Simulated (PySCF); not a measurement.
## Nonlinear optical response: `C1=CC(Br)=CC12CCC2`, C8H9Br

Molfile (atoms numbered from 1):
```
C8H9Br
     RDKit          3D

 18 19  0  0  0  0  0  0  0  0999 V2000
    3.1940   -0.2374   -0.0939 Br  0  0  0  0  0  0  0  0  0  0  0  0
    1.3614   -0.0463   -0.4270 C   0  0  0  0  0  0  0  0  0  0  0  0
    0.3761   -0.8690   -0.0181 C   0  0  0  0  0  0  0  0  0  0  0  0
   -0.9245   -0.3265   -0.5140 C   0  0  0  0  0  0  0  0  0  0  0  0
   -0.5237    0.9163   -1.2563 C   0  0  0  0  0  0  0  0  0  0  0  0
    0.8119    1.0721   -1.2010 C   0  0  0  0  0  0  0  0  0  0  0  0
   -1.8963   -1.2456   -1.3201 C   0  0  0  0  0  0  0  0  0  0  0  0
   -3.0824   -0.5669   -0.6167 C   0  0  0  0  0  0  0  0  0  0  0  0
   -2.1087   -0.1054    0.4792 C   0  0  0  0  0  0  0  0  0  0  0  0
    0.4817   -1.7789    0.5721 H   0  0  0  0  0  0  0  0  0  0  0  0
   -1.2345    1.5759   -1.7572 H   0  0  0  0  0  0  0  0  0  0  0  0
    1.4111    1.8703   -1.6393 H   0  0  0  0  0  0  0  0  0  0  0  0
   -1.7807   -2.2915   -0.9997 H   0  0  0  0  0  0  0  0  0  0  0  0
   -1.8262   -1.2009   -2.4164 H   0  0  0  0  0  0  0  0  0  0  0  0
   -3.4767    0.2791   -1.1994 H   0  0  0  0  0  0  0  0  0  0  0  0
   -3.9288   -1.2008   -0.3150 H   0  0  0  0  0  0  0  0  0  0  0  0
   -2.0527   -0.8327    1.3025 H   0  0  0  0  0  0  0  0  0  0  0  0
   -2.2185    0.9028    0.9038 H   0  0  0  0  0  0  0  0  0  0  0  0
  1  2  1  0
  2  3  2  0
  3  4  1  0
  4  5  1  0
  5  6  2  0
  4  7  1  0
  7  8  1  0
  8  9  1  0
  6  2  1  0
  9  4  1  0
  3 10  1  0
  5 11  1  0
  6 12  1  0
  7 13  1  0
  7 14  1  0
  8 15  1  0
  8 16  1  0
  9 17  1  0
  9 18  1  0
M  END
```

Level of theory: quadratic response CAM-B3LYP/aug-cc-pVDZ first hyperpolarisability, Taylor convention, gas phase in PySCF 2.14.0. Geometry: PBE0-D3(BJ)/def2-SVP.

The calculation is non-relativistic, which matters for the atoms heavier than Zn.

(1) Give β for the processes computed.

(2) Which lowest excitations, dipole and polarisabilities go with it?

## Answers

(1) In au, Taylor convention; the vector part is βᵢ = ⅓ Σⱼ (βᵢⱼⱼ + βⱼᵢⱼ + βⱼⱼᵢ); β∥ is 3/5 of the vector part along the dipole, the dipole points from − to +:
```tsv
process	λ (nm)	β vector norm	β∥	β HRS	depolarisation ratio
static β(0;0,0)	∞	80.9	47.2	33.5	4.99
second harmonic β(−2ω;ω,ω)	1907	80.9	47.2	34.0	4.71
Pockels β(−ω;ω,0)	1907	81.0	47.2	–	–
second harmonic β(−2ω;ω,ω)	1064	78.7	46.3	34.7	3.86
Pockels β(−ω;ω,0)	1064	80.9	47.2	–	–
```

(2) S1 4.64 eV (f = 0.036); S2 5.55 eV (f = 0.000); S3 5.84 eV (f = 0.006); dipole 2.47 D; isotropic α 113.2 au static, 113.6 au at 1907 nm, 114.4 au at 1064 nm, 114.7 au at 953.5 nm, 118.4 au at 532 nm.
